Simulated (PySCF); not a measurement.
Ge(Vi)2(OMe)(NH2), C₅H₁₁GeNO, SMILES C=[CH][Ge]([NH2])([CH]=C)[O]C, singlet (GFN2-xTB optimised geometry):

```
19

C     -2.541    -2.763     1.968
C     -1.391    -2.195     1.652
Ge    -1.072    -1.161     0.000
N     -1.536     0.624     0.000
C     -1.810    -1.936    -1.661
C     -2.233    -1.212    -2.682
O      0.708    -1.161     0.000
C      1.501    -0.494    -0.951
H     -2.680    -3.318     2.884
H     -3.401    -2.702     1.318
H     -0.544    -2.274     2.318
H     -2.528     0.807     0.033
H     -1.097     1.161     0.737
H     -1.823    -3.017    -1.722
H     -2.606    -1.656    -3.594
H     -2.225    -0.135    -2.640
H      1.182     0.543    -1.085
H      1.464    -0.996    -1.921
H      2.528    -0.508    -0.582
```

Level of theory: B3LYP/def2-SVP in PySCF.

Problem. What are the frontier orbital energies and the dipole moment?

Solution. HOMO-2 -7.55 eV, HOMO-1 -7.03 eV, HOMO -6.75 eV, LUMO -0.51 eV, LUMO+1 -0.19 eV; dipole moment 1.62 D.

On the same geometry PySCF 2.14.0 with PBE/def2-SVP gives HOMO-2 -6.33 eV, HOMO-1 -5.77 eV, HOMO -5.54 eV, LUMO -1.29 eV, LUMO+1 -1.01 eV; dipole moment 1.56 D.

Meta-Löwdin charges at B3LYP/def2-SVP: C1 -0.20, C2 -0.29, Ge3 1.00, N4 -0.66, C5 -0.30, C6 -0.18, O7 -0.59, C8 -0.06, H9 0.10, H10 0.09, H11 0.11, H12 0.21, H13 0.21, H14 0.11, H15 0.10, H16 0.10, H17 0.08, H18 0.08, H19 0.10.
